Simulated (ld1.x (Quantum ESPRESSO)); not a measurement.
## Cutoff test, H, ultrasoft

- Element: H
- Generator: ld1.x (Quantum ESPRESSO) 7.5
- Type: ultrasoft
- Functional: LDA (PZ)
- Relativity: scalar-relativistic
- Frozen core: none
- Valence charge: 1
- Reference configuration: 1s1
- Partial waves: 1s (bound): rcut 0.85, rcutus 1.05 bohr; 1s channel at 1.1 Ry: rcut 0.85, rcutus 1.05 bohr; 2p channel at 0.05 Ry: rcut 0.90, rcutus 1.10 bohr; 2p channel at 1.3 Ry: rcut 0.90, rcutus 1.10 bohr
- Local potential: all-electron potential smoothed inside 0.85 bohr (lloc = -1)
- Core correction: none
- Augmentation charge: PSQ, inside the norm-conserving radii

The pseudo-atom Hamiltonian at the reference potential is diagonalised in spherical Bessel functions j_l(qr) that vanish at 20 bohr, with q² up to the cutoff. All-electron valence levels (Ry): 1s -0.4673.

Q: How do the lowest levels (Ry) of each channel move with the cutoff, and are there ghosts?

A:

```json
{"cutoff (Ry)": "8", "s #1": "-0.4265", "p #1": "0.0306", "d #1": "0.0775", "f #1": "0.1194", "Σ f·Δε (mRy)": "40.8"}
{"cutoff (Ry)": "10", "s #1": "-0.4388", "p #1": "0.0306", "d #1": "0.0775", "f #1": "0.1194", "Σ f·Δε (mRy)": "28.5"}
{"cutoff (Ry)": "15", "s #1": "-0.4544", "p #1": "0.0305", "d #1": "0.0775", "f #1": "0.1194", "Σ f·Δε (mRy)": "12.9"}
{"cutoff (Ry)": "18", "s #1": "-0.4607", "p #1": "0.0305", "d #1": "0.0775", "f #1": "0.1194", "Σ f·Δε (mRy)": "6.7"}
{"cutoff (Ry)": "25", "s #1": "-0.4649", "p #1": "0.0305", "d #1": "0.0775", "f #1": "0.1194", "Σ f·Δε (mRy)": "2.5"}
{"cutoff (Ry)": "30", "s #1": "-0.4663", "p #1": "0.0305", "d #1": "0.0775", "f #1": "0.1194", "Σ f·Δε (mRy)": "1.0"}
{"cutoff (Ry)": "40", "s #1": "-0.4672", "p #1": "0.0305", "d #1": "0.0775", "f #1": "0.1194", "Σ f·Δε (mRy)": "0.1"}
{"cutoff (Ry)": "45", "s #1": "-0.4673", "p #1": "0.0305", "d #1": "0.0775", "f #1": "0.1194", "Σ f·Δε (mRy)": "0.1"}
{"cutoff (Ry)": "400", "s #1": "-0.4673", "p #1": "0.0305", "d #1": "0.0775", "f #1": "0.1194", "Σ f·Δε (mRy)": "0.0"}
```

Result: no extra level below or beside the all-electron valence levels (s, p, d, f tested); 10 mRy is reached at 18 Ry and 1 mRy at 35 Ry.
